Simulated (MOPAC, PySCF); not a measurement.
Isomers of C2H6BN. Isolated molecules, 0 K electronic values unless said otherwise. One relaxed conformer stands for each flexible species; it need not be the lowest. Strings in code marks are SMILES.

Quantity: electronic energy of isomers of C2H6BN relative to `C=CBN` (C–C–B–N torsion 180°), in eV. Semi-empirical values (MOPAC) are differences of heats of formation.

Level 1: B3LYP/6-31G* // B3LYP-D3(BJ)/def2-TZVP (PySCF)
Level 2: HF/STO-3G // B3LYP-D3(BJ)/def2-TZVP (PySCF)
Level 3: AM1 // B3LYP-D3(BJ)/def2-TZVP (MOPAC)
Level 4: PM3 // B3LYP-D3(BJ)/def2-TZVP (MOPAC)

| species | level 1 | level 2 | level 3 | level 4 |
|---|---|---|---|---|
| `B/C=C\N` | 1.36 | 1.80 | 1.69 | 1.94 |
| `B/C=C/N` | 1.28 | 1.72 | 1.68 | 1.89 |
| `B/C=N\C` | 2.14 | 1.84 | 2.18 | 2.24 |
| `B/C=N/C` | 2.13 | 1.86 | 2.11 | 2.24 |
| `[H]/B=C(\C)N` | 2.98 | 3.28 | 3.50 | 2.76 |
